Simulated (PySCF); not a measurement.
## Os: ionisation energy

Os [Xe] 4f14 5d6 6s2 (5D) → Os⁺ [Xe] 4f14 5d6 6s1 (6D), as a difference of total energies. Calculation: PySCF 2.14, in cc-pVDZ-PP with ECP60MDF; a scalar-relativistic core potential. Correlated levels: valence: 5s2 5p6 frozen. The calculations carry no spin-orbit coupling.

| method | ionisation energy (eV) | error (eV) |
| --- | --- | --- |
| UHF | 6.567 | -1.906 |
| M06-2X | 8.633 | +0.160 |
| MN15 | 8.550 | +0.077 |
| MP2 (valence) | 7.858 | -0.615 |
| SCS-MP2 (valence) | 8.050 | -0.423 |

Reference: 8.473 eV (measured; NIST levels, between the centres of gravity of the two terms).

Errors of the correlated levels include the incompleteness of this basis and the frozen core.

MP2 underrates the near-degeneracy of ns² with np² in the lower species.
